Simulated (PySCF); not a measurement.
# Bond length, frequency and bond energy of WO⁻ by level of theory

State: ⁴Π (quartet), unpaired electrons π ↑, δ ↑↑. Set-up: W def2-TZVPPD with ECP60, O def2-TZVPPD; scalar-relativistic core potentials (PySCF 2.14). De refers to W (5d4 6s2) + O⁻ in their high-spin ground configurations, without counterpoise correction. The functionals are run spin-unrestricted. A positive dipole points towards O; it is taken about the centre of mass and depends on that origin. Levels whose curve was spin-contaminated or gave no clean fit are not listed.

```
       Level  Re (Å)  ωe (cm⁻¹)  De (eV)  μ (D)  CPU s a point (SCF and correlation, without the integrals)
    ROHF-MP2   1.705        946      n/a    n/a                                                         3.1
ROHF-SCS-MP2   1.711        924      n/a    n/a                                                         n/a
   ROHF-CCSD   1.715        927      n/a    n/a                                                         n/a
ROHF-CCSD(T)   1.725        901      n/a    n/a                                                         250
         PBE   1.721        910      n/a  -0.80                                                         1.9
      r²SCAN   1.720        918      n/a  -0.44                                                         2.9
       TPSSh   1.719        920      n/a  -0.82                                                         4.1
        PBE0   1.708        937      n/a  -0.87                                                         3.8
        MN15   1.702        961      n/a  -1.01                                                         4.3
      M06-2X   1.710        943      n/a  -0.96                                                         4.6
     ωB97M-V   1.711        941      n/a  -1.24                                                          11
      B2PLYP   1.724        906      n/a  -1.30                                                         3.7
```

The bond length runs from 1.702 Å (MN15) to 1.725 Å (ROHF-CCSD(T)).

Correlated steps freeze 1 core orbital. De is left out where the level can put another filling of the metal’s s and d shells below the measured ground configuration, by anything from nothing to about 1 eV. These are scalar-relativistic numbers at best; spin–orbit coupling would shift them, the dissociation energy most. The highest Kohn–Sham level is positive in this anion. Much of that is self-interaction error, but it also means that the finite basis helps to hold the extra electron. B2PLYP dipoles, levels and charges come from its SCF part alone. With d or f electrons several states lie close, and the lowest PBE0 determinant need not be the measured ground state.

The whole job (state search and all levels along the bond) took about 24 min on 2 threads of Arm Neoverse V2 (shared host), peak memory 5 GiB.
